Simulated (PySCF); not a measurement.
Geometries of 6 isomers of C6H6F2, from PySCF 2.14.0, PBE0-D3(BJ)/def2-SVP geometry optimisation, gas phase. One conformer each, no zero-point energy, no frequencies.

Question: Which is lowest in electronic energy at this level?
A.
```xyz
14
angstrom
C      1.015    2.928    0.262
C      0.957    1.625   -0.058
C      0.014    0.681    0.501
C     -0.028   -0.626    0.159
C     -0.966   -1.579    0.699
C     -0.995   -2.866    0.339
F     -0.184   -3.417   -0.532
F     -1.841   -3.749    0.804
H      0.327    3.365    0.993
H      1.748    3.596   -0.196
H      1.663    1.225   -0.796
H     -0.700    1.064    1.240
H      0.689   -1.000   -0.580
H     -1.706   -1.264    1.437
```
B.
```xyz
14
angstrom
C     -2.712   -0.138   -1.071
C     -1.424   -0.222   -0.703
C     -0.807    0.636    0.286
C      0.483    0.590    0.696
C      1.491   -0.333    0.229
C      2.751   -0.326    0.673
F      3.227    0.507    1.566
F      3.682   -1.154    0.274
H     -3.134   -0.808   -1.824
H     -3.383    0.605   -0.629
H     -0.796   -0.984   -1.178
H     -1.455    1.394    0.738
H      0.805    1.310    1.453
H      1.261   -1.093   -0.518
```
C.
```xyz
14
angstrom
F      1.569   -2.128   -0.537
C      2.179   -0.934   -0.339
C      1.461    0.171   -0.209
C      1.246    1.582   -0.008
C      0.177    0.825   -0.162
C     -1.272    0.582   -0.255
C     -1.675   -0.668    0.504
F     -1.476   -0.481    1.846
H      3.267   -1.001   -0.297
H      1.681    2.564    0.159
H     -1.523    0.433   -1.320
H     -1.842    1.454    0.100
H     -1.061   -1.523    0.172
H     -2.740   -0.894    0.331
```
D.
```xyz
14
angstrom
C     -2.879   -0.007    0.363
C     -1.574   -0.234    0.158
C     -0.568    0.800    0.234
F     -1.014    2.017    0.539
C      0.766    0.655    0.031
F      1.525    1.744    0.151
C      1.466   -0.563   -0.302
C      2.793   -0.620   -0.484
H     -3.608   -0.817    0.299
H     -3.246    0.994    0.601
H     -1.225   -1.241   -0.079
H      0.861   -1.466   -0.403
H      3.414    0.274   -0.388
H      3.286   -1.562   -0.733
```
E.
```xyz
14
angstrom
C      3.058    0.284    0.223
C      1.824    0.407    0.735
C      0.633   -0.054    0.067
F      0.801   -0.637   -1.124
C     -0.633    0.052    0.541
F     -0.800    0.635    1.732
C     -1.825   -0.409   -0.126
C     -3.058   -0.285    0.388
H      3.221   -0.183   -0.752
H      3.931    0.648    0.767
H      1.660    0.874    1.709
H     -1.662   -0.878   -1.099
H     -3.931   -0.651   -0.155
H     -3.221    0.183    1.362
```
F.
```xyz
14
angstrom
F      0.929    2.543   -0.026
C      0.430    1.307   -0.011
C     -0.873    1.092   -0.180
C     -1.455   -0.280   -0.143
F     -2.177   -0.512   -1.308
C     -0.428   -1.358    0.013
C      0.874   -1.120    0.179
C      1.454    0.256    0.219
H     -1.546    1.937   -0.340
H     -2.194   -0.351    0.679
H     -0.806   -2.383   -0.023
H      1.571   -1.956    0.292
H      1.954    0.444    1.188
H      2.254    0.362   -0.537
```

Answer: F. That is `FC1=C[C@H](C=CC1)F`, 16.1 kcal/mol below the next.

| SMILES | atoms numbered as above | E (Eh) | relative (kcal/mol) | relative (kJ/mol) | dipole (D) |
| --- | --- | --- | --- | --- | --- |
| FC1=C[C@@H](F)C=CC1 | [F:1][C:2]1=[CH:3][C@@H:4]([F:5])[CH:6]=[CH:7][CH2:8]1 | -431.11982 | 0.0 | 0.0 | 2.31 |
| C=C/C=C/C=C(F)F | [CH2:1]=[CH:2]/[CH:3]=[CH:4]/[CH:5]=[C:6]([F:7])[F:8] | -431.09413 | 16.1 | 67.4 | 0.68 |
| C=C/C=C\C=C(F)F | [CH2:1]=[CH:2]/[CH:3]=[CH:4]\[CH:5]=[C:6]([F:7])[F:8] | -431.09241 | 17.2 | 72.0 | 0.73 |
| C=C/C(F)=C(\F)C=C | [CH2:1]=[CH:2]/[C:3]([F:4])=[C:5](\[F:6])[CH:7]=[CH2:8] | -431.08566 | 21.4 | 89.7 | 0.00 |
| C=C/C(F)=C(/F)C=C | [CH2:1]=[CH:2]/[C:3]([F:4])=[C:5](/[F:6])[CH:7]=[CH2:8] | -431.08149 | 24.1 | 100.6 | 2.33 |
| F/C=C1C=C/1CCF | [F:1]/[CH:2]=[C:3]1[CH:4]=[C:5]/1[CH2:6][CH2:7][F:8] | -431.02504 | 59.5 | 248.8 | 3.16 |

As drawn, the highest has a three-membered ring, which the lowest lacks.
